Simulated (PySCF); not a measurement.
Gas-phase reaction: TiBr₄ + O₂ ⇌ TiO₂ + 2 Br₂

Energies from PySCF, thermal terms from the rigid-rotor harmonic-oscillator model, ideal gas at 1 bar. † marks an energy on the PBE0/def2-TZVP geometry and frequencies; other levels use their own. MP2 freezes the core. 6-31G* has spherical d functions here. Open shells (unrestricted): O₂ (multiplicity 3); the rest are closed-shell singlets. B3LYP is the form with VWN-RPA correlation. Br: all electrons, no relativistic terms. MP2 isn't extrapolated to the basis-set limit; its ΔH°(298 K) is 341.5 kJ in def2-SVP and 301.7 kJ in def2-TZVPP. The harmonic model lacks anharmonicity and excited electronic states, which grow with temperature; levels with a mode under 35 cm⁻¹ are left out. Soft modes under 120 cm⁻¹ make the harmonic entropy rough for TiBr₄.

```
level              ΔE electronic, kJ  ΔH°(298 K), kJ  ΔS°(298 K), J/K  ΔG°(1000 K), kJ
-----------------  -----------------  --------------  ---------------  ---------------
B3LYP/6-31G*                     339             334              146              195
BLYP/def2-TZVP†                  291             286              144              149
HF/def2-TZVP†                    499             495              144              357
M06-2X/def2-TZVP†                378             373              144              236
MP2/def2-SVP†                    346             342              144              204
MP2/def2-TZVPP†                  307             302              144              164
PBE0/def2-QZVP†                  350             345              144              208
PBE0/def2-SVP†                   380             375              144              237
r2SCAN/def2-TZVP†                384             379              144              242
LDA/def2-TZVP†                   339             334              144              197
```
ΔH° is lowest at BLYP/def2-TZVP† and highest at HF/def2-TZVP†. No reference value is set beside these.
